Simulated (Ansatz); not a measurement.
`N[Si](F)(Cl)Cl`, relaxed with RKS PBE-D4/def2-SVP in Ansatz 0.2.0 from a rough embedded geometry. The force threshold is 0.03 eV/Å; the program also tests the step.

The species carries charge 0 and has multiplicity 1.

Start:

```xyz
7

N    -0.680   -0.197   -0.886
Si    0.055    0.143    0.540
F    -0.762   -0.630    1.636
Cl    1.988   -0.495    0.532
Cl    0.164    2.141    0.895
H    -0.697   -1.163   -1.070
H    -0.068    0.201   -1.648
```

Problem. By how much does the energy fall, and how many steps does the optimiser take? (Best estimate.)

Solution. Computed: 0.40 eV, in 14 steps, 2 of them rejected.

Problem. Which bonds change most? (Best estimate.)

Solution. Ansatz gave: N1–Si2 from 1.640 to 1.704 Å; Si2–F3 from 1.571 to 1.625 Å; N1–H6 from 0.983 to 1.022 Å; N1–H7 from 1.055 to 1.021 Å.

Problem. Give the relaxed structure. (An estimate is asked.)

Solution. Ansatz gave: 
```xyz
7

N    -0.555   -0.271   -0.942
Si    0.153    0.102    0.562
F    -0.720   -0.536    1.775
Cl    2.055   -0.653    0.841
Cl    0.181    2.147    0.756
H    -0.549   -1.224   -1.312
H    -0.565    0.435   -1.680
```
